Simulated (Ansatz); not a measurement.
Relaxing a trial structure of H2OSe

The starting geometry of this gas-phase singlet was optimised with GFN2-xTB.

```xyz
4

O     0.1504    0.8500   -0.7938
Se   -0.4305   -0.1940    0.2515
H     0.6865   -1.1861    0.4694
H    -0.0670    0.3689    1.6041
```

Predict what it relaxes into with BLYP-D3(BJ)/def2-SVP.

It keeps its bonds.

The energy falls by 0.20 eV over 6 steps:

| step | E − E(last) (eV) |
| --- | --- |
| 1 | 0.204 |
| 2 | 0.028 |
| 3 | 0.028 |
| 4 | 0.000 |
| 5 | 0.000 |
| 6 | 0.000 |

Final geometry (Å):

| atom | x (Å) | y (Å) | z (Å) |
| --- | --- | --- | --- |
| O | 0.1368 | 0.9067 | -0.8804 |
| Se | -0.4286 | -0.1858 | 0.2413 |
| H | 0.6992 | -1.2329 | 0.5074 |
| H | -0.0680 | 0.3507 | 1.6630 |

Frequencies at the end are all real (lowest 786 cm⁻¹). Run with Ansatz 0.2.0, 2 s on 1 thread of Intel(R) Xeon(R) 6975P-C (Granite Rapids) (shared host).
